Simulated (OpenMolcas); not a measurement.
Cr4+ in a point-charge field

Cr4+ among 6 point charges of -1.5 e arranged as a trigonal antiprism (D3d), 1.79 Å from the ion, with a polar angle of 59.1° against the regular 54.74°.
```
   0.0000    1.5362    0.9189  -1.50
  -1.3304   -0.7681    0.9189  -1.50
   1.3304   -0.7681    0.9189  -1.50
   0.0000   -1.5362   -0.9189  -1.50
   1.3304    0.7681   -0.9189  -1.50
  -1.3304    0.7681   -0.9189  -1.50
```

```
Program             : OpenMolcas
Method              : CASSCF
Basis               : ANO-RCC-VDZP [5s4p2d1f]
Scalar Hamiltonian  : DKH2, point nucleus
Active space        : 2 electrons in 5 orbitals (3d)
State averaging     : 2S+1 = 3 even, 10 roots; 2S+1 = 1 even, 15 roots
Spin-orbit coupling : state interaction with AMFI integrals over the reference wave functions
```

The lowest spin-free states (labels of D3, the rotations of D3d), above the lowest:

```tsv
State	Degeneracy	E (cm-1)	Free-ion L (%)
3A2	1	0.0	F (100)
3E	2	4.2	F (98)
3E	2	3094	F (100)
3A1	1	4254	F (100)
3A2	1	7466	F (99)
1A1	1	16597	D (82)
1E	2	16905	D (96)
1E	2	17852	D (79)
3E	2	20884	P (98)
3A2	1	24486	P (99)
1A1	1	25238	G (82)
1E	2	25492	G (91)
1E	2	27530	G (93)
1A1	1	28951	G (98)
1A2	1	29054	G (100)
1E	2	31767	G (91)
1A1	1	64385	S (98)
```

The lowest levels with spin-orbit coupling:

```csv
E (cm-1),Degeneracy,Label,2S+1,g
0.0,1,A1,3,
12.6,2,E,3,0.00 0.00 0.66
136.7,2,E,3,0.00 0.00 1.59
508.9,1,A2,3,
613.1,2,E,3,0.00 0.00 0.65
857.8,1,A1,3,
3431,1,A1,3,
3442,1,A2,3,
3450,2,E,3,0.00 0.00 0.06
3527,2,E,3,0.00 0.00 4.39
4620,2,E,3,0.00 0.00 3.62
4657,1,A2,3,
7870,1,A1,3,
7887,2,E,3,0.00 0.00 5.00
16951,1,A1,1,
17245,2,E,1,0.00 0.00 2.48
18174,2,E,1,0.00 0.00 0.69
21064,1,A1,3,
21080,1,A2,3,
21270,2,E,3,0.00 0.00 1.97
```

Powder χT (cm3 K/mol): 0.00428 at 2 K, 0.0234 at 10 K, 0.101 at 50 K, 0.203 at 100 K, 0.411 at 200 K, 0.602 at 300 K. The effective moment at 300 K is 2.828 √(χT) = 2.19 μB.

The lowest level has 2S+1 = 3, for which the spin-only value is χT = S(S+1) / 2 = 1.000 cm3 K/mol (g = 2). The computed 0.602 at 300 K differs by -0.398, through orbital momentum, spin-orbit coupling and any other state in reach.

Spin-orbit coupling mixes the spin-free states strongly: the lowest level takes only 60 % from its leading state, 3A2. Without dynamic correlation the repulsion within the d shell is too large (B by tens of per cent), so at a given field states of lower spin stand too high. Point charges carry no covalency, so the field is a model and not that of real ligands. No measured value stands beside these numbers.

The RASSCF and RASSI steps took 4.9 s on 1 thread of Arm Neoverse V1, with other jobs on the host; the integral step is not counted.

With an even number of electrons the g values are those of a degenerate or nearly degenerate non-Kramers pair.
